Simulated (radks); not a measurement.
Excited configurations of Tl: one electron is placed in a higher orbital outside [Hg]. The ground configuration is [Hg] 6p1. All-electron calculation, scalar-relativistic Kohn-Sham, r2SCAN, spin-polarised, spherical densities, finite nucleus; open shells are filled with parallel spins first (spin-orbit coupling, left out, can overturn this in heavy ions); meta-GGA in the generalised Kohn-Sham scheme; Fermi nuclear charge, rms radius 5.4759 fm. Program: a radial shooting solver on a logarithmic mesh with Libxc functionals. Excitation = E - E(ground); binding = E(ion) - E, where the ion is the core of charge +1; n* = 1/sqrt(2 binding) in atomic units, and the quantum defect is n - n*.

outer orbital  excitation (eV)  binding (eV)  quantum defect  eigenvalue (eV)
7s                       2.331         2.875           4.824           -1.785
7p                       3.291         1.915           4.334           -1.136
7d                       4.269         0.936           3.188           -0.530

The Delta-SCF ionisation energy is 5.206 eV (NIST Atomic Spectra Database: 6.108 eV, measured). Self-interaction in the functional shifts the binding energies and quantum defects, so they are the method's values and not measured ones. Open shells are spherical and high-spin; term and fine-structure splittings are not resolved. Spin-orbit splitting is averaged out at the scalar-relativistic level.
